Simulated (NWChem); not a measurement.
## Correlation energy of HBF

```
B
F 1 1.3010
H 1 1.2176 2 121.41
```
Charge 0, spin multiplicity 2.

Program: NWChem. Structure: optimised with UPBE0/def2-SVP, a minimum by its harmonic frequencies.

Basis set: cc-pVDZ. Each correlation energy counts from its own Hartree-Fock reference.

The correlated methods keep 2 core orbitals frozen. The structure started from a generated list of species. The unpaired electrons of the parent sit in orbitals of symmetry a' (Cs labels of the run); other states weren't searched. The stability of the SCF solutions was not checked. Open-shell Hartree-Fock references start from PBE0 orbitals. No row is a measurement; the coupled-cluster row has its own basis-set and correlation limits.

**Question.** For the correlation energy, URI-MP2 gives -251.1 mHa and UMP2 gives -251.1 mHa. What do SCS-UMP2, CCSD on UHF, CCSD[T] on UHF give?

**Answer.** SCS-UMP2: -245.5 mHa; CCSD on UHF: -264.6 mHa; CCSD[T] on UHF: -270.6 mHa.
